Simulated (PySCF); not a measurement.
4-methyl-1-fluorobenzene: calculation and literature

Geometry (Å), atoms numbered from 1 in this order:
```xyz
15

C     2.225   -0.217   -0.181
C     0.737   -0.070   -0.046
C    -0.085   -1.188    0.145
C    -1.469   -1.066    0.246
C    -2.039    0.198    0.157
F    -3.362    0.326    0.260
C    -1.257    1.330   -0.032
C     0.124    1.186   -0.131
H     2.600   -1.073    0.397
H     2.515   -0.380   -1.233
H     2.752    0.684    0.166
H     0.367   -2.180    0.220
H    -2.112   -1.934    0.399
H    -1.738    2.308   -0.094
H     0.743    2.076   -0.274
```

Measured values that the calculation should reproduce: δ $^{19}$F F6 -119.2 ppm (measured; G. Saielli, R. Bini, A. Bagno, Computational 19F NMR. 2. Organic compounds, RSC Adv. 2014, ESI (exp. from Berger-Braun-Kalinowski 1994 and Everett 1995)). Coupling constants: $^{1}J$(C5,F6) 243.5 Hz, $^{2}J$(C4,F6) 21.1 Hz, $^{3}J$(C3,F6) 7.8 Hz, $^{4}J$(C2,F6) 2.9 Hz.

[PySCF 2.14: NMR shieldings at PBE0/pcSseg-1/GIAO; couplings computed with B3LYP/pcJ-1 (spin–dipole term only in couplings to heteroatoms); coordinates at the PBE0-D3(BJ)/def2-SVP level; relativity neglected; fast rotation and ring inversion assumed for equivalent nuclei; one conformer; no solvent model]

Problem. Set the calculated values beside the experiment.

Solution. 
Reference values: measured (G. Saielli, R. Bini, A. Bagno, Computational 19F NMR. 2. Organic compounds, RSC Adv. 2014, ESI (exp. from Berger-Braun-Kalinowski 1994 and Everett 1995)).
```csv
atoms,quantity,reference,computed,"computed, scaled"
F6,δ $^{19}$F vs CFCl3,-119.2,-116.3,-119.3
```

Computed shifts are σ(ref) − σ with the named reference compound (TMS for H and C) calculated as an isolated molecule at the same level. The measured values may be among those fitted. Shieldings were converted by a linear fit to measured shifts: $^{19}$F: δ = 150.53 − 0.919σ +17.7 on sp3 carbon (rms 6.8 ppm, 22 shifts vs CFCl3, solution or neat liquid). Occasional misses reach two or three times the rms, and more in compound classes unlike the fitted ones.

Coupling constants in Hz (some tables give magnitudes without signs):
| coupling | reference | computed | source |
| --- | --- | --- | --- |
| $^{1}J$(C5,F6) | 243.5 | -312.7 | measured; liquid or solution; F. J. Weigert, PhD thesis, Caltech 1968 (Carbon-13 magnetic resonance spectroscopy) |
| $^{2}J$(C4,F6) | 21.1 | 19.0 | measured; liquid or solution; F. J. Weigert, PhD thesis, Caltech 1968 (Carbon-13 magnetic resonance spectroscopy) |
| $^{3}J$(C3,F6) | 7.8 | 4.9 | measured; liquid or solution; F. J. Weigert, PhD thesis, Caltech 1968 (Carbon-13 magnetic resonance spectroscopy) |
| $^{4}J$(C2,F6) | 2.9 | 6.6 | measured; liquid or solution; F. J. Weigert, PhD thesis, Caltech 1968 (Carbon-13 magnetic resonance spectroscopy) |
